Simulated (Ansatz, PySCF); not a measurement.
arsenic trifluoride (AsF3), SMILES [As](F)(F)F. Atoms are numbered in the order given.

```xyz
4

F     -1.2809    -0.7551    -0.4482
As     0.0000     0.0506     0.3804
F      1.2809    -0.7551    -0.4482
F      0.0000     1.4596    -0.6151
```

Coordinates come from a ωB97X-D3(BJ)/def2-SVP optimisation.

Two levels are set side by side: PBE-D3(BJ)/def2-SVP (Ansatz, a first-principles code) and ωB97X-D3(BJ)/def2-SVP (PySCF). Each level has its own optimised geometry; the coordinates shown are those of the second. Frequencies come from the Hessian of PySCF at each geometry. Differences are taken from unrounded values.

```csv
quantity,ωB97X-D3(BJ)
mean bond length (Å),1.725
bond F1–As2 (Å),1.725
bond As2–F3 (Å),1.725
bond As2–F4 (Å),1.725
highest harmonic wavenumber (cm⁻¹),757
mean harmonic wavenumber (cm⁻¹),512
zero-point energy (kcal/mol),4.39
```

Task: What does PBE-D3(BJ) give, and how far is it from ωB97X-D3(BJ)? (Estimate from the structure and the level; the computed values follow.)

Result: 
| quantity | PBE-D3(BJ) | PBE-D3(BJ) minus ωB97X-D3(BJ) |
|---|---|---|
| mean bond length (Å) | 1.751 | 0.026 |
| bond F1–As2 (Å) | 1.751 | 0.026 |
| bond As2–F3 (Å) | 1.751 | 0.026 |
| bond As2–F4 (Å) | 1.751 | 0.026 |
| highest harmonic wavenumber (cm⁻¹) | 700 | -57 |
| mean harmonic wavenumber (cm⁻¹) | 473 | -38 |
| zero-point energy (kcal/mol) | 4.06 | -0.33 |

Exact exchange shortens and stiffens bonds; PBE has none. Differences between two approximate levels are no errors against the true value.
